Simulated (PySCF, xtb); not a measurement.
Al(Cl)(Me)(SH) (CH4AlClS), SMILES [CH3][Al]([SH])[Cl].

GFN2-xTB in xtb 6.7.1 at its own geometry gives an orbital gap of 3.98 eV and a dipole moment of 3.25 D.

Geometry optimised at PBE0-D3(BJ)/def2-SVP. Other conformers were not sampled.

### Question
What does CAM-B3LYP/def2-TZVP run with PySCF give? (An estimate is asked for; the answer gives what the named calculation found.)

### Answer
gap 9.41 eV (levels -9.17 and 0.25 eV), dipole 2.59 D.
